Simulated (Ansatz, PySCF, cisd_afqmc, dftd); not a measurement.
Species: BOF, charge 0, singlet. BOF (fluoro(oxo)borane, SMILES B(F)=O).
B3LYP-D3(BJ)/def2-TZVP minimum from Ansatz (a program for electronic structure):
```
B
O 1 1.2071
F 1 1.2860 2 180.00
```

Wanted: enthalpy of formation at 298 K (by atomisation, with ideal-gas terms from PySCF's Hessian at B3LYP-D3(BJ)/def2-TZVP and the atoms' measured values of the G2/97 table; no spin-orbit terms), in kcal/mol. UHF or UKS for unpaired electrons; spin-orbit terms are left out. Correlated methods leave the cores frozen. Rows without X2C or -DK are non-relativistic. AFQMC is phaseless with a CISD trial state; ± is one standard error, without the phaseless bias. Outlying blocks are dropped, and bars are widened where a walk drifts. Over all cases where full CI ran beside it in this data, AFQMC minus full CI had a median of +0.1 mEh and passed +0.4 mEh in a tenth of the cases. CBS(X,Y): correlation extrapolated as X^-3, Hartree-Fock from the larger set (Q,5: extrapolated as (X+1)exp(-9√X)). A bracket is a step between two methods taken in the basis named. The functionals are non-relativistic, so their misses hold any scalar relativity. 'core' is core correlation in cc-pwCVTZ, 'X2C' scalar relativity in cc-pVTZ-DK, both at CCSD(T). Where a partner has so few electrons that a lower coupled-cluster level is exact, that level stands in.

Measured: -145.1 kcal/mol, -607.0 kJ/mol (CRC Handbook, as tabulated in the package chemicals); atomic spin-orbit terms, which the calculations lack, would raise the computed values.

```csv
level,program,enthalpy of formation at 298 K (kcal/mol),error against that value
HF/cc-pV5Z,Ansatz,-36.2,108.9
r2SCAN-D4/def2-TZVPD,Ansatz + dftd4,-140.5,4.6
MP2/cc-pVTZ,Ansatz,-150.5,-5.4
CCSD/cc-pVTZ,Ansatz,-118.0,27.1
CCSDT(Q)/cc-pVTZ,Ansatz,-126.6,18.5
CCSDTQ/cc-pVDZ,Ansatz,-105.0,40.1
AFQMC/CISD/cc-pVTZ,cisd_afqmc,-126.4 ± 0.3,18.7
"CCSD(T)/CBS(cc-pVQZ,cc-pV5Z) + [CCSDT(Q) - CCSD(T)]/cc-pVTZ + [CCSDTQ - CCSDT(Q)]/cc-pVDZ + core + X2C",Ansatz,-138.2,6.9
```

The highest level lies far from the tabulated value, which was not checked at its source: another state or conformer, missing terms or a fault of the table are possible.
